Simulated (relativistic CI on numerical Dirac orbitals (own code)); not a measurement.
Hyperfine structure of Sr II, mass number 87

Method of calculation: Dirac-Coulomb-Breit CI, orbitals from a KLI potential per configuration, model QED (radiative potential, 1s self-energy scaled to tabulated hydrogen-like ionisation energies), valence Slater integrals scaled by 0.85, P86 correlation energy added to each configuration (own radial code, finite nucleus).

Configuration list (outside the closed core [Kr]): 5s, 4d, 5p, 6s, 5d, 6p, 4f, 7s, 5f, 5g, 6d, 7p, 8s, 7d, 8p, 8d. Levels of other configurations are missing.

Nuclear spin I = 9/2, μ = -1.09316 μN, Q = 0.305 b (tables of Stone and Pyykkö). The electronic factors are computed for point nuclear moments, without core polarisation; leaving it out makes A of s and p electrons in near-neutral atoms 20 to 40 % too small, and it can dominate for d and f shells.

```csv
Level,E (eV),A (MHz),B (MHz)
5s 2S_1/2,0.0000,-920,
4d 2D_3/2,1.7047,-39.48,31.1
4d 2D_5/2,1.7219,-16.46,42.6
5p 2P°_1/2,2.7667,-166.2,
5p 2P°_3/2,2.8493,-29.07,68.9
6s 2S_1/2,5.6861,-346,
5d 2D_3/2,6.3102,-10.68,8.42
5d 2D_5/2,6.3179,-4.568,11.8
```

Levels with J = 0, under 50 % of one LS term, or S terms without an open s electron are left out. Small factors come from cancelling terms and can be off by tens of per cent or more.

For a near-neutral ion this model can misplace configurations by up to about 10,000 cm⁻¹ (more where the count of f electrons changes) and terms by 10 to 25 % of their spread. Rates follow the energies as ν³ (E1, M1) or ν⁵ (E2), so they and the lifetimes can be off by large factors. The fine structure of a lone outer electron comes out too small, for d and f at times inverted, and misplaced configurations move strength between like terms. 11 of the 11 excited levels that our extract of the measured tables holds in this range could be paired (the sources list more); they are missed by 1558 cm⁻¹ on average and 2416 at most, and levels without a partner can miss by more.

**Question.** Give the hyperfine levels of 5s 2S_1/2 relative to its centre of gravity.

**Answer.** With K = F(F + 1) − I(I + 1) − J(J + 1), E = AK/2: F = 4: 2530, F = 5: -2070 MHz.
